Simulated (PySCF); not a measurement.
BHFCl, SMILES FBCl. Atoms are numbered in the order given.

```xyz
4

B     -0.5310     0.5766     0.0000
H     -1.7035     0.7788     0.0000
F      0.3143     1.5787     0.0000
Cl     0.0900    -1.0512     0.0000
```

Coordinates come from a PBE0-D3(BJ)/def2-TZVP optimisation.

The numbers are results of PySCF with KT2/pcSseg-2, not measurements.

GIAO shieldings, no solvent; atoms alike by connectivity are averaged. δ = σ(ref) − σ: ¹¹B against BF3 (σ = 89.2 ppm); ¹H against TMS (σ = 31.47 ppm); ¹⁹F against CFCl3 (σ = 125.1 ppm); ³⁵Cl against HCl (σ = 945.0 ppm), references at their B3LYP-D3(BJ)/def2-TZVP geometries, non-relativistic (without spin–orbit terms, shifts of atoms bonded to Cl or Br come out too high).

Computed chemical shifts:
| nucleus | atoms | count | δ (ppm) |
|---|---|---|---|
| ¹¹B | B1 | 1 | 29.6 |
| ¹H | H2 | 1 | 5.69 |
| ¹⁹F | F3 | 1 | -39.1 |
| ³⁵Cl | Cl4 | 1 | 225.9 |
